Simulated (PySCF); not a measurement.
The vertical singlet excitations below were computed for one of the candidates. Method: PySCF, TDDFT CAM-B3LYP/def2-SVPD, vertical, gas phase, core orbitals frozen in the response. Geometries: GFN2-xTB, one conformer each.

| state | E (eV) | f | main configurations (H = HOMO, L = LUMO) |
| --- | --- | --- | --- |
| S1 | 5.50 | 0.0004 | H→L (98%) |
| S2 | 5.66 | 0.0009 | H→L+1 (62%), H→L+2 (27%) |
| S3 | 6.30 | 0.0043 | H→L+2 (38%), H→L+1 (30%), H→L+3 (24%) |
| S4 | 6.73 | 0.0000 | H-1→L (83%) |
| S5 | 6.78 | 0.031 | H-1→L+1 (81%) |
| S6 | 6.90 | 0.0016 | H-2→L+1 (56%), H-2→L+2 (8%) |
| S7 | 6.92 | 0.018 | H→L+3 (52%), H→L+2 (30%), H→L+6 (11%) |
| S8 | 7.08 | 0.157 | H-2→L (68%) |

Question: Which structure fits? All have the formula C3H7N3Si.
A. `n1c(cnn1[SiH3])C`
B. `N#C[Si]1(N)CNC1`
C. `Cc1ncnn1[SiH3]`

Answer: B. Its S1, at 5.50 eV, is the lowest among the candidates; the nearest of the others has S1 at 6.21 eV. S1 is HOMO→LUMO (98%). Löwdin shares by element: HOMO nitrogen 60% or more, carbon 20% or more, hydrogen 4% or more (atoms not listed hold the other 16%); LUMO carbon 31% or more, silicon 24%, nitrogen 22% or more (atoms not listed hold the other 23%). At the same level the other candidates give, for their lowest levels:
- `Cc1ncnn1[SiH3]`: 6.30 eV (f 0.005); 6.87 eV (f 0.005); 6.89 eV (f 0.139); 7.28 eV (f 0.054); 7.37 eV (f 0.000); T1 4.72 eV; HOMO -8.85, LUMO 0.85 eV
- `Cc1cnn([SiH3])n1`: 6.21 eV (f 0.000); 6.37 eV (f 0.235); 7.05 eV (f 0.004); 7.12 eV (f 0.012); 7.31 eV (f 0.023); T1 4.76 eV; HOMO -8.79, LUMO 0.81 eV

Conformer computed: `[N:1]#[C:2][Si:3]1([NH2:4])[CH2:5][NH:6][CH2:7]1`: H–N4–Si3–C2 -68°, H–N4–Si3–C2 69°.
Triplets come from the Tamm–Dancoff approximation.
